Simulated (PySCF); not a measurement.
## Telling isomers of C6H13OP apart by NMR

PySCF 2.14.0 with density-fitted response routines calculation with GIAO PBE0/pcSseg-1 shieldings and PBE0-D3(BJ)/def2-SVP geometry; no solvent model, one computed conformer, non-relativistic Hamiltonian, averaged over atoms made equivalent by symmetry, fast rotation or ring inversion.

Shifts are taken against calculated references (same method and geometry level): ¹H (σ = 31.27 ppm) and ¹³C (σ = 184.41 ppm) against TMS. Splittings of carbon signals by F and P are missing where no couplings were computed. Where no couplings were computed, multiplicities follow the n + 1 count of equivalent neighbours, and m marks all less simple cases (inequivalent or close neighbours, rings, F or P nearby). Shifts are as computed. Against solution values, carbons near 30 ppm lie about +2 ppm off and those near 130 ppm about +5 ppm. Of 1309 compounds with measured shifts, 239 miss one by over three times the rms of a fit or turn the order of signals round; such compounds aren't used in these exercises.

(1) Tabulate the signals of `CC(C)[P@@]1(=O)C[C@H]1C`, `C=C[P@@](C)(=O)C(C)C` and their relative energies.

(2) What is the quickest way to tell CC(C)[P@@]1(=O)C[C@H]1C from C=C[P@@](C)(=O)C(C)C?

Results:

(1) 
| SMILES | carbon types | δC | δH | E rel. (kcal/mol) |
| --- | --- | --- | --- | --- |
| CC(C)[P@@]1(=O)C[C@H]1C | 2×CH 1×CH2 3×CH3 | 30.0, 19.2, 18.9, 18.2, 18.2, 16.3 | 1.76 (m, 1H), 1.69 (m, 1H), 1.38 (m, 3H), 1.35 (m, 3H), 1.13 (m, 3H), 0.88 (m, 1H), 0.30 (m, 1H) | 12.2 |
| C=C[P@@](C)(=O)C(C)C | 2×CH 1×CH2 3×CH3 | 146.4, 141.6, 31.3, 16.4, 15.9, 15.7 | 6.94 (m, 1H), 6.57 (m, 1H), 6.12 (m, 1H), 1.22 (m, 3H), 1.18 (m, 3H), 1.06 (m, 3H), 1.03 (m, 1H) | 0.0 |

Energies are electronic energies at PBE0/pcSseg-1 on these geometries, without zero-point or thermal terms, each for the one conformer computed, which needn't be the lowest.

(2) Both give the same number of carbon signals, with the same numbers of each carbon type, so the positions decide. The first has a three-membered-ring carbon (CH2) at 18.2 ppm, the second a terminal =CH2 carbon at 146.4 ppm. Their most deshielded carbons lie at 30.0 and 146.4 ppm. In the proton spectra the most deshielded non-exchanging signals are 1.76 (m, 1H) and 6.94 (m, 1H).
